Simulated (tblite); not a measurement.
Compound: C5H6F4Si.
Numbering: `[F:1][CH2:2][C@@H:3]1[SiH2:4][C@H:5]1[C:6]([F:7])=[C:8]([F:9])[F:10]` (hydrogens: H11, H12 on C2; H13 on C3; H14, H15 on Si4; H16 on C5)

Computed with GFN2-xTB (tblite), gas phase: L-BFGS steps from a force-field or distance-geometry start until the largest atomic force falls under 0.01 eV/Å.

Step 1: E = -933.7518 eV
```
atom  x, y, z in Å  |  force x, y, z in eV/Å
F1     -2.6614   -1.5202    0.8250   -0.303  -0.016   0.022
C2     -2.0974   -0.7703   -0.1766   -0.442  -0.231  -0.369
C3     -0.6897   -0.5020    0.2046    0.444   0.648  -0.218
Si4    -0.4320    0.6438    1.6664    0.494   0.530  -0.215
C5      0.0688    0.5458   -0.5463   -0.076   0.311   1.444
C6      1.5012    0.5985   -0.5724   -0.187   0.040  -0.129
F7      2.0763    1.7895   -0.1977   -0.186  -0.060  -0.294
C8      2.3637   -0.3563   -0.9446   -0.296   0.313   0.085
F9      1.9076   -1.5530   -1.3617    0.707   0.220   0.086
F10     3.6913   -0.1670   -0.9182   -0.369  -0.708  -0.129
H11    -2.7102    0.1222   -0.3163   -0.016   0.089   0.088
H12    -2.1185   -1.3715   -1.0825   -0.210  -0.196  -0.274
H13    -0.1930   -1.4354    0.3516    0.574  -0.549  -0.221
H14     0.9024    0.6423    2.2310   -0.055  -0.056   0.160
H15    -1.1706    1.8900    1.6705   -0.137   0.000   0.101
H16    -0.4462    1.4526   -0.8443    0.058  -0.333  -0.136
```

Step 2: E = -933.8496 eV
```
atom  x, y, z in Å  |  force x, y, z in eV/Å
F1     -2.6676   -1.5207    0.8259   -0.197   0.054  -0.108
C2     -2.1049   -0.7746   -0.1837   -0.081  -0.087  -0.103
C3     -0.6845   -0.4973    0.1939    0.168  -0.054   0.306
Si4    -0.4201    0.6614    1.6698    0.255   0.103  -0.676
C5      0.0719    0.5538   -0.5192   -0.239   0.505   1.254
C6      1.4940    0.5980   -0.5753    0.063   0.260  -0.024
F7      2.0729    1.7887   -0.2034   -0.148   0.012  -0.276
C8      2.3570   -0.3503   -0.9429   -0.078   0.103   0.012
F9      1.9221   -1.5477   -1.3595    0.507   0.011   0.017
F10     3.6845   -0.1814   -0.9209   -0.271  -0.541  -0.089
H11    -2.7108    0.1242   -0.3145   -0.032   0.047   0.048
H12    -2.1222   -1.3752   -1.0876   -0.241  -0.219  -0.289
H13    -0.1819   -1.4454    0.3473    0.310  -0.055  -0.282
H14     0.8996    0.6412    2.2334    0.196  -0.048   0.269
H15    -1.1725    1.8885    1.6723   -0.216   0.156   0.107
H16    -0.4451    1.4457   -0.8470    0.004  -0.247  -0.166
```

Step 3: E = -934.0079 eV
```
atom  x, y, z in Å  |  force x, y, z in eV/Å
F1     -2.6818   -1.5199    0.8238   -0.078   0.105  -0.270
C2     -2.1154   -0.7824   -0.1956    0.348   0.024   0.099
C3     -0.6766   -0.5028    0.1837   -0.398  -0.696   0.888
Si4    -0.3948    0.6941    1.6604    0.054  -0.320  -1.345
C5      0.0729    0.5826   -0.4464   -0.290   0.636   1.097
C6      1.4834    0.6046   -0.5798    0.408   0.248   0.020
F7      2.0641    1.7885   -0.2191    0.060   0.306  -0.184
C8      2.3453   -0.3396   -0.9406   -0.014  -0.074  -0.031
F9      1.9570   -1.5396   -1.3560    0.015  -0.414  -0.107
F10     3.6676   -0.2170   -0.9273    0.150  -0.124  -0.009
H11    -2.7127    0.1285   -0.3109    0.037  -0.080  -0.019
H12    -2.1341   -1.3866   -1.1031   -0.260  -0.101  -0.107
H13    -0.1585   -1.4583    0.3327    0.054   0.327  -0.312
H14     0.9006    0.6379    2.2441    0.423  -0.071   0.412
H15    -1.1811    1.8898    1.6780   -0.312   0.252   0.149
H16    -0.4435    1.4290   -0.8555   -0.198  -0.017  -0.282
```

Step 4: E = -934.1875 eV
```
atom  x, y, z in Å  |  force x, y, z in eV/Å
F1     -2.7061   -1.5171    0.8156    0.002   0.084  -0.409
C2     -2.1253   -0.7948   -0.2139    0.613   0.139   0.284
C3     -0.6747   -0.5244    0.1818   -0.664  -0.988   1.202
Si4    -0.3522    0.7429    1.6212   -0.040  -0.434  -1.364
C5      0.0719    0.6397   -0.3097   -0.346   0.803   0.049
C6      1.4735    0.6166   -0.5876    0.261   0.485   0.256
F7      2.0530    1.7961   -0.2468    0.390   0.577  -0.080
C8      2.3243   -0.3232   -0.9369    0.512  -0.797  -0.233
F9      2.0104   -1.5358   -1.3527   -0.767  -0.732  -0.170
F10     3.6468   -0.2739   -0.9374    0.527   0.594   0.095
H11    -2.7143    0.1330   -0.3056    0.195  -0.276  -0.129
H12    -2.1576   -1.4051   -1.1277   -0.237   0.090   0.168
H13    -0.1197   -1.4747    0.3042   -0.253   0.597  -0.300
H14     0.9088    0.6310    2.2688    0.344  -0.128   0.514
H15    -1.2003    1.8953    1.6902   -0.353   0.147   0.280
H16    -0.4461    1.4034   -0.8749   -0.183  -0.161  -0.163
```

Question: Estimate the geometry and energy of step 5. (The exact step hangs on the optimiser's Hessian estimate; all steps are aligned on step 4, rigid shifts and turns removed.)

Answer: E = -934.2755 eV, largest force 1.086 eV/Å
```
atom  x, y, z in Å  |  force x, y, z in eV/Å
F1     -2.7111   -1.5161    0.8098   -0.061   0.016  -0.335
C2     -2.1220   -0.7962   -0.2152    0.475   0.075   0.253
C3     -0.6798   -0.5347    0.1941   -0.408  -0.517   0.863
Si4    -0.3438    0.7482    1.5997    0.018  -0.174  -0.697
C5      0.0675    0.6586   -0.2850   -0.142   0.298  -0.311
C6      1.4732    0.6244   -0.5859    0.599  -0.074   0.080
F7      2.0558    1.8040   -0.2530    0.412   0.482  -0.089
C8      2.3267   -0.3300   -0.9391   -0.026  -0.185   0.005
F9      2.0110   -1.5430   -1.3537   -0.754  -0.643  -0.129
F10     3.6488   -0.2771   -0.9382    0.497   0.581   0.066
H11    -2.7119    0.1305   -0.3061    0.211  -0.231  -0.139
H12    -2.1646   -1.4071   -1.1298   -0.176   0.118   0.190
H13    -0.1145   -1.4733    0.2958   -0.205   0.440  -0.251
H14     0.9129    0.6281    2.2791    0.097  -0.119   0.409
H15    -1.2077    1.8972    1.6960   -0.271  -0.006   0.305
H16    -0.4481    1.3956   -0.8799   -0.266  -0.063  -0.221
```

The energy changes by -0.0881 eV. The first-order estimate −F·Δx gives -0.1169 eV and the mean of the old and new forces, exact on a quadratic surface, -0.0875 eV. The step makes an angle of 48° with the force vector and moves no atom by more than 0.031 Å.

The cost below is that of the whole relaxation. Hardware: an Arm Neoverse N1 with one thread, shared host with 64 logical CPUs at a one-minute load of 61. Cost: 1.6 s of wall time.
